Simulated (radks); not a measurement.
Values are calculated unless marked as measured or tabulated.
Problem. The mean radii <r> (bohr) of the occupied orbitals of an atom or ion are listed with their occupations. Level of theory: Dirac Kohn-Sham, BLYP, spin-unpolarised, spherical densities, finite nucleus; Fermi nuclear charge, rms radius of each element as measured or else 0.836 A^(1/3) + 0.57 fm (a radial shooting solver on a logarithmic mesh with Libxc functionals).

| orbital | occ. | <r> |
|---|---|---|
| 1s1/2 | 2 | 0.02363 |
| 2s1/2 | 2 | 0.09986 |
| 2p1/2 | 2 | 0.08367 |
| 2p3/2 | 4 | 0.08995 |
| 3s1/2 | 2 | 0.2514 |
| 3p1/2 | 2 | 0.2394 |
| 3p3/2 | 4 | 0.2497 |
| 3d3/2 | 4 | 0.2182 |

Name the element and its charge. Open shells, if any, fill j = l - 1/2 first.

Solution. Z = 60, neodymium, charge +38: Nd38+ in [Ar] 3d4. The 1s radius gives Z: for a bare nucleus <r> = (2 gamma + 1)/(2Z) with gamma = sqrt(1 - (Z/c)^2), 0.02332 bohr for Z = 60, and screening makes it slightly larger (0.02363 here). The occupations add up to 22, and the charge is Z minus that.
